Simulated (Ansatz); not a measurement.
Molecule: CdS, charge 0, multiplicity 1. 
Coordinates optimised at B3LYP-D3(BJ)/def2-TZVP (Ansatz, a quantum-chemistry and plane-wave program):
```
Cd
S 1 2.2686
```
Charge 0, spin multiplicity 1.

Computed values are from Ansatz. Cores are frozen in the correlated levels unless marked. UHF or UKS for open shells. No spin-orbit coupling. The frozen core is the preceding noble-gas configuration, with the filled d and f shells of earlier blocks. Past Kr the def2 sets carry scalar-relativistic core potentials. CBS marks a two-point X^-3 extrapolation of the correlation energy; Hartree-Fock from the larger set.

```
Item                                                                                         Value
-------------------------------------------  -----------------------------------------------------
atomisation energy De                        24.7 kcal/mol at CCSD(T)/CBS(def2-TZVPPD,def2-QZVPPD)
vertical ionisation energy (to the doublet)        8.39 eV at CCSD(T)/CBS(def2-TZVPPD,def2-QZVPPD)
total energy                                  -565.0927 Eh at CCSD(T)/CBS(def2-TZVPPD,def2-QZVPPD)
dipole moment                                                          5.96 D at CCSD(T)/def2-SVPD
T1 diagnostic                                                            0.024 at CCSD/def2-QZVPPD
```

The Hartree-Fock reference is unstable (checked in the largest basis), which strains HF and MP2.
